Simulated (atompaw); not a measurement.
# Pseudopotential generation for O: PAW (atompaw), PBE, scalar-relativistic.

oxygen (O), PAW, made with atompaw 4.2.0.5 (PBE, scalar-relativistic). Core [He], reference 2s2 2p3 (charge +1). Waves: 2s (bound): rc 2.05 bohr; 2s channel at -0.65 Ry: rc 2.05 bohr; 2p (bound): rc 2.05 bohr; 2p channel at -0.35 Ry: rc 2.05 bohr. Local part: troulliermartins scheme with l = 2 at 0 Ry, radius 1.90 bohr. Core correction: smooth core density matched at 1.20 bohr. Augmentation charge: besselshape compensation charge, radius 1.60 bohr; PAW radius 2.05 bohr; waves and projectors: custom rrkj gramschmidtortho.

Poles of the logarithmic derivatives, all-electron (AE) and pseudo (PS). s: poles at -2.6 (AE) and -2.6 (PS) Ry. p: poles at -1.4 (AE) and -1.4, 4.2 (PS) Ry. Test radius 2.05 bohr.

- Cutoffs needed: 15 Ry and 21 Ry (the cutoffs (Ry, on a coarse ladder) from which the occupation-weighted sum of valence levels, in a spherical-Bessel basis at the reference potential, stays within 10 and 1 mRy of its value at 400 Ry)
- Ghost test: no extra level below or beside the all-electron valence levels (s, p, d, f tested) (spherical-Bessel basis up to 400 Ry, 20 bohr box)
- Lowest eigenvalue of the overlap operator: 0.06 (s channel)
- Overlap eigenvalues printed by atompaw (projector basis): 0.108, 0.113, 2.86, 11.3
- Share of each valence orbital outside the PAW sphere: 2s 4 %, 2p 7 %
